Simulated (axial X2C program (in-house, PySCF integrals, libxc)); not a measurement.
Estimating the spin–orbit splitting of the π levels of NaSe⁻

Computed with an axial X2C code built on PySCF integrals. Spin-free means the one-electron spin-free X2C Hamiltonian; two-component (2c) means X2C with spin–orbit coupling and atomic mean-field two-electron Coulomb and Gaunt terms, so the difference of the two also holds small scalar two-electron terms. Basis: Se dyall-acv3z [9s10p7d5f1g], Na dyall-av3z [10s9p5d2f] (cores contracted in-house); Gaussian nuclei, density fitting, unrestricted open shells. Masses: Se 79.917 u, Na 22.990 u.

Hartree–Fock at 2.528 Å, closed shell. Valence p splittings ε(p3/2) − ε(p1/2) of spherical Dirac–Hartree–Fock atoms with fractionally filled p shells: Se 4p 0.400 eV.

```csv
"filled π level (eV), spin-free",Na p share,Se p share
-1.57,0.08,0.87
```

(1) In first order a p shell splits by 3ζ/2 and a π orbital by ζ. Estimate the splitting of each π level from the shares.

The two-component Hartree–Fock calculation gives:

```
ε(ω = 1/2) (eV)  σ share of it  ε(ω = 3/2) (eV)  splitting (eV)  estimate (eV)
         -1.524           0.37           -1.468            0.06           0.23
```

The estimate leaves out the mixing of π1/2 with σ1/2 levels, which pushes the ω = 1/2 spinor up or down, the d and f parts of the orbital, small shares of the strongly split outer-core p shell of a metal, the Gaunt term (absent from the atomic values), and the change of the atomic p orbitals with charge; Löwdin shares depend on the basis.

Results:

(1) level -1.57 eV: (2/3) × (0.87 × 0.400) = 0.23 eV.
